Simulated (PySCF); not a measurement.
C₂H₅NOSi, SMILES N#CC[SiH2]O.

The structure is a stationary point at B3LYP-D3(BJ)/def2-SVP. This is a generated structure with no PubChem entry under its InChIKey; it may be hypothetical. One conformer was computed; it need not be the lowest.

Calculation: HF/def2-TZVP in PySCF.

Symmetry labels are those of the subgroup Cs that the program uses (full group Cs).

Task: List the valence orbital energies around the gap with their symmetry. (An estimate is asked for; the answer gives what the named calculation found.)

Result: 
| orbital | symmetry | energy (eV) |
|---|---|---|
| HOMO−7 | A" | -17.20 |
| HOMO−6 | A' | -15.74 |
| HOMO−5 | A" | -15.37 |
| HOMO−4 | A' | -15.06 |
| HOMO−3 | A' | -14.13 |
| HOMO−2 | A" | -12.95 |
| HOMO−1 | A" | -12.45 |
| HOMO | A' | -11.86 |
| LUMO | A' | 2.63 |
| LUMO+1 | A' | 3.19 |
| LUMO+2 | A' | 4.21 |
| LUMO+3 | A" | 4.42 |
